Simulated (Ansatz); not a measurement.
Gas-phase electronic energies from Ansatz, PBE0-D4/def2-TZVP geometries. CBS: MP2 limit from def2 TZ/QZ plus the TZ coupled-cluster correction, frozen cores. Functionals use def2-TZVPP. B3LYP here is the variant with VWN-RPA as its local correlation; programs differ in this. One conformer a species, not always the lowest.

`OBC[SiH3]` + `C=N[SiH2]N` → `C=N[SiH2]N[SiH3]` + `CBO`  (ligand exchange at the Si–C bond)

| level | ΔE (kcal/mol) |
| --- | --- |
| PBE0-D4 | -10.2 |
| B3LYP-D4 | -12.0 |
| ωB97X-V | -11.2 |
| ωB97M-V | -11.1 |
| r2SCAN | -10.6 |
| MP2/def2-SVP | -11.7 |
| CCSD/def2-SVP | -11.8 |
| MP2/def2-TZVPP | -11.6 |

(1) What does CCSD(T)/CBS give? (Best estimate.)

Largest T1 diagnostic among the species: 0.012.

Results:

(1) Computed: -11.5 kcal/mol. The listed levels differ from it by 1.3, -0.5, 0.3, 0.4, 0.9, -0.2, -0.3, -0.1 kcal/mol.

From BLYP to BHLYP (50 % exact exchange), in def2-TZVPP and without D4, ΔE moves by −1.5 kcal/mol. Leaving LDA and LC-ωPBE aside and taking each functional with its dispersion term where it has one, the values, not all of them listed here, spread over 3.5 kcal/mol, from BHLYP-D4 to PBE-D4.
